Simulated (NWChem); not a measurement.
# C4H4N2; SMILES N1C(N=CC=1)=C

Results from NWChem. All runs use the structure optimised with B3LYP/6-31G* (spherical d).

Q: Estimate the computed values for PBE/def2-TZVP. Quantities: highest occupied level (eV); orbital gap (eV); dipole (D).

A: 
```yaml
highest occupied level (eV): -6.54
orbital gap (eV): 2.87
dipole (D): 0.49
```
